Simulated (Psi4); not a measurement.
C4H9NO (SMILES CC(=O)N(C)C), singlet, geometry from GFN2-xTB; Psi4 with PBE0/STO-3G.

Input for Psi4:
```
memory 2 GB

molecule {
0 1
C    -1.67732196   -0.50074772   -0.65125544
N    -0.57422778   -0.00792134    0.14175086
C    -0.86869143    0.33280828    1.51208061
C     0.67424499   -0.00386145   -0.38905005
C     1.78455202    0.44966916    0.53412904
O     0.88585823   -0.33651426   -1.53961564
H    -2.44944444    0.26546260   -0.74932265
H    -1.29193779   -0.75297076   -1.63723256
H    -2.11223673   -1.39244003   -0.19336541
H    -0.34513720    1.23939610    1.81400081
H    -0.59346284   -0.47578459    2.19769932
H    -1.93881019    0.51078421    1.60496050
H     2.72960926    0.32720761    0.01256754
H     1.66052237    1.49927813    0.79283406
H     1.79692460   -0.14057928    1.44710246
}

set {
  basis sto-3g
  scf_type pk
  puream true
  d_convergence 1e-8
  dft_radial_points 99
  dft_spherical_points 590
}

energy('pbe0')
print_variables()
```

What does Psi4 print? Leave out banner, timings and long lists.


```
   => Loading Basis Set <=

    Name: STO-3G
    Role: ORBITAL
    Keyword: BASIS

         ---------------------------------------------------------
                                   SCF
               by Justin Turney, Rob Parrish, Andy Simmonett
                          and Daniel G. A. Smith
                              RKS Reference
         ---------------------------------------------------------

  ==> Geometry <==

    Molecular point group: c1
    Full point group: C1

    Geometry (in Angstrom), charge = 0, multiplicity = 1:

       Center              X                  Y                   Z               Mass
    ------------   -----------------  -----------------  -----------------  -----------------
         C           -1.706239409527    -0.488456087658    -0.591077584505    12.000000000000
         N           -0.603145229527     0.004370292342     0.201928715495    14.003074004430
         C           -0.897608879527     0.345099912342     1.572258465495    12.000000000000
         C            0.645327540473     0.008430182342    -0.328872194505    12.000000000000
         C            1.755634570473     0.461960792342     0.594306895495    12.000000000000
         O            0.856940780473    -0.324222627658    -1.479437784505    15.994914619570
         H           -2.478361889527     0.277754232342    -0.689144794505     1.007825032230
         H           -1.320855239527    -0.740679127658    -1.577054704505     1.007825032230
         H           -2.141154179527    -1.380148397658    -0.133187554505     1.007825032230
         H           -0.374054649527     1.251687732342     1.874178665495     1.007825032230
         H           -0.622380289527    -0.463492957658     2.257877175495     1.007825032230
         H           -1.967727639527     0.523075842342     1.665138355495     1.007825032230
         H            2.700691810473     0.339499242342     0.072745395495     1.007825032230
         H            1.631604920473     1.511569762342     0.853011915495     1.007825032230
         H            1.768007150473    -0.128287647658     1.507280315495     1.007825032230

  Running in c1 symmetry.

  Rotational constants: A =      0.16348  B =      0.11759  C =      0.07116 [cm^-1]
  Rotational constants: A =   4900.95981  B =   3525.23182  C =   2133.41101 [MHz]
  Nuclear repulsion =  252.485989957888677

  Charge       = 0
  Multiplicity = 1
  Electrons    = 48
  Nalpha       = 24
  Nbeta        = 24

  ==> Algorithm <==

[...]
   @RKS iter   6:  -283.85242001631428   -9.28985e-06   3.14233e-05 DIIS
   @RKS iter   7:  -283.85242090276199   -8.86448e-07   2.40993e-06 DIIS
   @RKS iter   8:  -283.85242090989630   -7.13430e-09   2.61259e-07 DIIS
   @RKS iter   9:  -283.85242090995769   -6.13909e-11   9.99939e-08 DIIS
   @RKS iter  10:  -283.85242090996672   -9.03810e-12   2.32240e-08 DIIS
   @RKS iter  11:  -283.85242090996729   -5.68434e-13   5.14024e-09 DIIS
  Energy and wave function converged.

  ==> Post-Iterations <==

   Electrons on quadrature grid:
      Ntotal   =   47.9999985911 ; deviation = -1.409e-06

    Orbital Energies [Eh]
    ---------------------

    Doubly Occupied:

[...]
    Virtual:

[...]
    Final Occupation by Irrep:
              A
    DOCC [    24 ]
    NA   [    24 ]
    NB   [    24 ]

  @RKS Final Energy:  -283.85242090996729

   => Energetics <=

    Nuclear Repulsion Energy =            252.4859899578886768
    One-Electron Energy =                -886.6568289132394511
    Two-Electron Energy =                 380.9711528314398947
    DFT Exchange-Correlation Energy =     -30.6527347860564277
    Empirical Dispersion Energy =           0.0000000000000000
    VV10 Nonlocal Energy =                  0.0000000000000000
    Total Energy =                       -283.8524209099672930

Computation Completed

Properties will be evaluated at   0.000000,   0.000000,   0.000000 [a0]

Properties computed using the SCF density matrix

 Multipole Moments:

 ------------------------------------------------------------------------------------
     Multipole            Electronic (a.u.)      Nuclear  (a.u.)        Total (a.u.)
 ------------------------------------------------------------------------------------

 L = 1.  Multiply by 2.5417464519 to convert [e a0] to [Debye]
 Dipole X            :          2.0977732           -2.6230106           -0.5252374
 Dipole Y            :         -0.9325496            1.1149356            0.1823859
 Dipole Z            :         -4.5427748            5.4585438            0.9157691
 Magnitude           :                                                    1.0713412

 ------------------------------------------------------------------------------------

  Variable Map:
  ----------------------------------------------------------------------------
[...]
  Array Variable Map:
  ----------------------------------------------------------------------------
[...]
[...]
```
